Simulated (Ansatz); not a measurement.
## A series of barriers

Ligand exchange through a proton shuttle: in every member these bonds form or tighten: F–H, F–Si, H–H; these break or loosen: F–H, F–H, H–Si. Only the spectator groups change.

Gas-phase electronic energies, without zero-point energy, by CCSD(T) at an estimated basis limit (MP2 extrapolated from triple and quadruple zeta, plus CCSD(T) − MP2 in triple zeta); Ansatz 0.2.0, def2-TZVPP and QZVPP, frozen cores, on PBE0-D4/def2-TZVP structures. Extrapolation: Hartree–Fock as exp(−7.88 √X), correlation as X^−2.97. All energies, in kJ/mol, count from the separated reactants, without counterpoise correction; the start and end structures are the complexes reached by relaxing down from the saddle, and deeper ones may exist. Brackets give SMILES, or, where every atom is bracketed, only which atoms are joined. Steps whose reference was doubtful or whose search ended elsewhere are left out.

| reactants | products | start structure | saddle | end structure | saddle by PBE0-D4/TZ |
| --- | --- | --- | --- | --- | --- |
| SiH₂Cl₂ ([Cl][SiH2][Cl]) + HF + HF | SiHCl₂F ([F][SiH]([Cl])[Cl]) + HF + H₂ | -43.4 | 108.0 | -139.9 | 72.5 |
| SiH₂F₂ ([F][SiH2][F]) + HF + HF | SiHF₃ ([F][SiH]([F])[F]) + HF + H₂ | -52.1 | 90.6 | -154.9 | 55.0 |
| SiNH₅ ([NH2][SiH3]) + HF + HF | SiNH₄F ([NH2][SiH2][F]) + HF + H₂ | -44.9 | 74.0 | -166.8 | 39.5 |
| Si₂H₆O ([SiH3][O][SiH3]) + HF + HF | Si₂H₅OF ([F][SiH2][O][SiH3]) + HF + H₂ | -32.7 | ? | -160.3 | 58.2 |

**Question.** What is the height of the saddle for Si₂H₆O ([SiH3][O][SiH3]) + HF + HF? (Judge from chemistry; the value comes from the calculation.)

**Answer.** Computed: 92.4 kJ/mol relative to the separated reactants, between the members at 90.6 and 108.0; above its start structure the barrier is 92.4 − (-32.7) ≈ 125.1 kJ/mol.

**Question.** How do the PBE0-D4 saddles lie against the coupled-cluster estimate?

**Answer.** All lower, by 34.2 to 35.6 kJ/mol.

T1 diagnostic: at most 0.013.

For scale, one of the runs: CCSD(T)/def2-TZVPP, 289 basis functions, launched by `ansatz run in.yaml --threads 8 --pin off --events-out ev --progress --plain --max-ram 19148MiB`. Hardware: 8 CPU threads of an Arm Neoverse V2, shared host. Wall time 3 min; peak host memory 9.1 GiB.
